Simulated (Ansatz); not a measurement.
Cost and result for the atomization energy of CH9ClN2Si2 (`N[SiH2]C[SiH](N)Cl`) (15 atoms, 14 bonds).

Cartesian coordinates in Å:
```
N -1.864 -0.876 -0.242
Si -0.739 -1.164 1.025
C 0.403 0.315 1.154
Si 1.376 0.674 -0.378
N 0.299 0.970 -1.682
Cl 2.650 2.271 0.004
H -1.486 -0.638 -1.148
H -2.683 -1.456 -0.322
H 0.125 -2.374 0.862
H -1.521 -1.353 2.277
H -0.186 1.201 1.415
H 1.113 0.148 1.971
H 2.263 -0.438 -0.788
H -0.442 1.641 -1.542
H 0.692 1.080 -2.606
```

The species carries charge 0 and has multiplicity 1. Geometry: relaxed with PBE0-D4/def2-TZVP. It is one conformer, not always the lowest. Program: Ansatz. All runs use 2 threads of an AMD EPYC 7R13 on a shared host and a share of an NVIDIA H100 80 GB. Times are those of one run each, without the atoms' runs, and a repeat can differ threefold. Electronic energies, without spin–orbit coupling; frozen cores. CCSD(T)/CBS adds CCSD(T) − MP2 in def2-TZVPP to the MP2 limit, and its time is that of the two runs behind it. T1 = 0.010. B3LYP takes the VWN-RPA correlation (the form of Gaussian; ORCA's B3LYP/G).

CCSD(T)/CBS is a level of theory with its own doubt, some kJ/mol a heavy atom from the limit and from the frozen cores, so smaller differences don't rank the functionals.

| level | functions | atomization (kJ/mol) | difference from CCSD(T)/CBS | per bond |
| --- | --- | --- | --- | --- |
| MP2/def2-QZVPP | 651 | 5239.3 | -12.7 | -0.9 |
| B2PLYP/def2-TZVPP | 345 | 5174.9 | -77.1 | -5.5 |
| CCSD(T)/def2-TZVPP | 345 | 5091.0 | -161.0 | -11.5 |
| B3LYP-D4/def2-TZVPP (with forces) | 345 | 5247.7 | -4.3 | -0.3 |
| PBE0-D4/def2-TZVPP | 345 | 5224.9 | -27.1 | -1.9 |
| r2SCAN-D4/def2-TZVPP (with forces) | 345 | 5232.4 | -19.6 | -1.4 |
| ωB97M-V/def2-TZVPP (with forces) | 345 | 5274.4 | 22.4 | 1.6 |
| PBE-D4/def2-TZVPP (with forces) | 345 | 5287.6 | 35.6 | 2.5 |
| ωB97X-V/def2-TZVPP | 345 | 5279.2 | 27.2 | 1.9 |
| CCSD(T)/CBS(def2) | – | 5252.0 | 0.0 | 0.0 |

Question: Order the runs by time, with rough figures. (Best estimate.)

Answer: Computed: PBE0-D4/def2-TZVPP 3 s; PBE-D4/def2-TZVPP (with forces) 3.6 s; B3LYP-D4/def2-TZVPP (with forces) 4.1 s; B2PLYP/def2-TZVPP 4.5 s; r2SCAN-D4/def2-TZVPP (with forces) 4.8 s; ωB97X-V/def2-TZVPP 6 s; ωB97M-V/def2-TZVPP (with forces) 7.5 s; CCSD(T)/def2-TZVPP 8.5 s; MP2/def2-QZVPP 8.5 s; CCSD(T)/CBS(def2) 17 s.

In def2-TZVPP, CCSD(T) changes the Hartree–Fock value by +1303.9 kJ/mol (the triples alone add +70.0 kJ/mol) and MP2 by +1356.1 kJ/mol; breaking electron pairs costs correlation energy, which Hartree–Fock lacks. The D4 term adds +65.7 kJ/mol with B3LYP and +35.1 kJ/mol with PBE0; it sums over pairs of atoms, weighted by their polarisabilities, and B3LYP, whose exchange is more repulsive, gets the larger term. From PBE to PBE0 (25 % exact exchange), in def2-TZVPP and without D4, the atomization energy moves by −56.9 kJ/mol: exact exchange takes away binding that semilocal exchange gives to molecules.
